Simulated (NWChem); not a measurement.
A series in which one site is exchanged, each optimised at PBE0/def2-SVP with NWChem, gas phase unless a solvent is named. For some, no frequency run checked for a minimum. def2 effective core potentials on Te, I; no spin-orbit coupling.

A: [TeH2] (H2Te; site = H)
B: [TeH]F (HTeF; site = F)
C: [TeH]I (HTeI; site = I)
D: Cl[TeH] (HTeCl; site = Cl)

**Question.** Rank them by orbital gap (eV), PBE0/def2-SVP, lowest first.

**Answer.** C (3.46), D (3.94), B (4.17), A (5.87)
